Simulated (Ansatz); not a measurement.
Basis sets compared for Ge2S2 (the lowest singlet isomer of a short search). Total charge 0; singlet. Geometry PBE0-D4/def2-SVP. Ansatz on 4 threads of Arm Neoverse V1 on a shared host; times are rough, and most runs start from earlier orbitals.

```xyz
4

Ge   -0.454   -1.438    0.099
Ge    0.720    1.301    0.269
S    -1.340    0.521    0.855
S     1.074   -0.384   -1.223
```

The structure comes from a short search, and lower isomers may exist.

Binding counts from free atoms (Ge triplet, S triplet) in the same basis, without a counterpoise term.

```csv
level,functions,energy (Eh),HOMO (eV),LUMO (eV),binding per atom (eV),wall time
PBE-D4/def2-SVP,100,-4948.7796,-5.66,-3.49,3.38,0.75 s
PBE-D4/def2-TZVP,170,-4949.5813,-5.67,-3.51,3.41,1.3 s
r2SCAN-D4/def2-TZVP (with forces),170,-4950.4562,-5.91,-3.52,3.28,4.1 s
PBE0-D4/def2-SVP,100,-4948.9361,-6.61,-2.81,3.20,1.2 s
PBE0-D4/def2-TZVP,170,-4949.7354,-6.60,-2.79,3.25,2.4 s
```

Task: Estimate the rows for PBE-D4/def2-TZVPD, r2SCAN-D4/def2-TZVPD, PBE0-D4/def2-TZVPD.

Result: 
```json
{"level": "PBE-D4/def2-TZVPD", "functions": "200", "energy (Eh)": "-4949.5833", "HOMO (eV)": "-5.71", "LUMO (eV)": "-3.55", "binding per atom (eV)": "3.41", "wall time": "2.4 s"}
{"level": "r2SCAN-D4/def2-TZVPD", "functions": "200", "energy (Eh)": "-4950.4579", "HOMO (eV)": "-5.93", "LUMO (eV)": "-3.53", "binding per atom (eV)": "3.28", "wall time": "5.5 s"}
{"level": "PBE0-D4/def2-TZVPD", "functions": "200", "energy (Eh)": "-4949.7372", "HOMO (eV)": "-6.62", "LUMO (eV)": "-2.83", "binding per atom (eV)": "3.25", "wall time": "3.7 s"}
```
